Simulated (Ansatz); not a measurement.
`[InH2][B]1CO1` + HCl → `ClB1CO1` + `[InH3]` at 400 K and 1 bar (cleavage of the B–In bond).

Isolated molecules relaxed with PBE0-D4/def2-TZVP in Ansatz; ΔE leaves out vibrations. CCSD(T)/CBS is the MP2 limit (def2-TZVPP, def2-QZVPP) plus CCSD(T) − MP2 in def2-TZVPP, frozen cores. This one scheme is used for every species. def2 core potentials past Kr. For In outer-core shells are correlated without core-valence functions, which leaves a few kJ/mol of doubt a bond.

| species | CCSD(T)/CBS energy (Eh) | H − E (kJ/mol) | S (J/(mol·K)) |
| --- | --- | --- | --- |
| `[InH2][B]1CO1` | -330.19118 | 148.3 | 359.8 |
| HCl | -460.38127 | 29.6 | 195.4 |
| `ClB1CO1` | -599.02877 | 113.1 | 300.3 |
| `[InH3]` | -191.56739 | 59.8 | 243.4 |

H − E and S are ideal-gas, rigid-rotor, harmonic terms from PBE0-D4/def2-TZVP. 1 Eh = 2625.50 kJ/mol, R = 8.31446 J/(mol·K).

Task: By hand: ΔE, ΔH, ΔS and ΔG.

Result: ΔE = (-599.02877) + (-191.56739) − (-330.19118) − (-460.38127) = -0.02371 Eh = -62.3 kJ/mol. Δ(H − E) = 113.1 + 59.8 − 148.3 − 29.6 = -5.0, so ΔH = -67.3 kJ/mol. ΔS = 300.3 + 243.4 − 359.8 − 195.4 = -11.5 J/(mol·K). ΔG = -67.3 − 400 × (-11.5)/1000 = -62.7 kJ/mol.

Task: By hand: the equilibrium constant, and the temperature at which ΔG would vanish if ΔH and ΔS stayed fixed.

Result: log₁₀ K = −ΔG/(RT ln 10) = 8.2. ΔG = 0 at ΔH/ΔS = 5852 K, far beyond where these terms or the molecules hold.

The number of gas molecules stays the same, so ΔS is small and ΔH decides. A doubt of 5 kJ/mol in ΔE shifts log₁₀ K by 0.7 here. These are equilibria of isolated gas molecules and say nothing of rates. Largest T1 diagnostic: 0.016 (customary marks: 0.02 for closed shells, 0.045 for open ones).
